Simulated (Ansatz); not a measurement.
Basis sets compared for `CCC(C)(C)CC(C)(C)C`. Charge 0, multiplicity 1. Geometry PBE-D4/def2-SVP. Ansatz on 4 threads of Intel Xeon Platinum 8175M on a shared host; times are rough, and most runs start from earlier orbitals.

```xyz
32

C    -1.882   -1.962   -0.069
C    -0.848   -1.438    0.929
C     0.556   -1.089    0.369
C     1.485   -0.793    1.566
C     1.140   -2.320   -0.359
C     0.565    0.072   -0.674
C    -0.045    1.491   -0.446
C     0.359    2.134    0.893
C     0.504    2.378   -1.586
C    -1.583    1.494   -0.560
H    -2.041   -1.265   -0.916
H    -1.585   -2.940   -0.496
H    -2.866   -2.107    0.422
H    -1.251   -0.547    1.458
H    -0.705   -2.203    1.725
H     1.068   -0.035    2.254
H     1.649   -1.717    2.158
H     2.478   -0.433    1.225
H     2.189   -2.132   -0.670
H     1.141   -3.210    0.305
H     0.567   -2.576   -1.273
H     0.106   -0.314   -1.612
H     1.638    0.223   -0.932
H     1.459    2.129    1.036
H     0.021    3.191    0.923
H    -0.101    1.620    1.760
H     1.608    2.473   -1.524
H     0.259    1.953   -2.582
H     0.073    3.399   -1.539
H    -1.916    1.067   -1.529
H    -2.073    0.920    0.250
H    -1.970    2.533   -0.505
```

Binding counts from free atoms (C triplet, H doublet) in the same basis, without a counterpoise term.

| level | functions | energy (Eh) | HOMO (eV) | LUMO (eV) | binding per atom (eV) | wall time |
| --- | --- | --- | --- | --- | --- | --- |
| PBE-D4/def2-SVP | 250 | -393.4889 | -6.87 | 0.52 | 4.26 | 8 s |
| PBE0-D4/def2-SVP | 250 | -393.5775 | -8.20 | 1.37 | 4.22 | 12 s |

Question: Estimate the rows for PBE-D4/def2-TZVP, PBE0-D4/def2-TZVP (with forces).

Answer: 
| level | functions | energy (Eh) | HOMO (eV) | LUMO (eV) | binding per atom (eV) | wall time |
| --- | --- | --- | --- | --- | --- | --- |
| PBE-D4/def2-TZVP | 442 | -393.9092 | -6.94 | 0.03 | 4.22 | 15 s |
| PBE0-D4/def2-TZVP (with forces) | 442 | -393.9860 | -8.22 | 0.83 | 4.17 | 46 s |
